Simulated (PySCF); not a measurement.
A GIAO shielding run with PySCF (density fitting, non-relativistic, gas phase) on SMILES FC(F)(F)C[C@H]([SiH3])[SiH2]P, C$_{3}$H$_{10}$F$_{3}$PSi$_{2}$:

```
$ OMP_NUM_THREADS=1 python probes_run.py task.json out

{"job": {"kind": "nmr", "xc": "PBE0", "basis": "pcSseg-1"}, "charge": 0, "multiplicity": 1}
F     -0.468638    -2.402625     0.325783
C     -1.504702    -1.618985    -0.023932
F     -2.243016    -1.463229     1.085537
F     -2.249833    -2.350739    -0.870579
C     -1.076551    -0.304708    -0.637929
C     -0.427863     0.638097     0.370269
Si    -0.242386     2.376094    -0.408200
Si     1.239311    -0.030538     1.036084
P      2.363909    -0.725842    -0.773059
H     -1.978084     0.136497    -1.072731
H     -0.383977    -0.540407    -1.451502
H     -1.104268     0.735633     1.223059
H      0.188587     3.300339     0.638073
H     -1.553563     2.782121    -0.923043
H      0.722713     2.321725    -1.504499
H      1.047772    -1.045339     2.076682
H      1.974168     1.089685     1.635570
H      2.102670    -2.070883    -0.601283
H      3.583948    -0.817648    -0.131762
```

Hardware: 1 thread of an Intel Xeon, shared host. The job also computes population analyses, field gradients.

(1) How large is the calculation?

(2) How long does it take, and how much memory does it need?

## Answers

(1) 98 electrons, 224 basis functions and 1235 auxiliary functions.

(2) 3 min of wall time, with 13 SCF cycles and 4 response iterations; peak memory 0.98 GiB. Times on a shared host scatter by some tens of per cent.
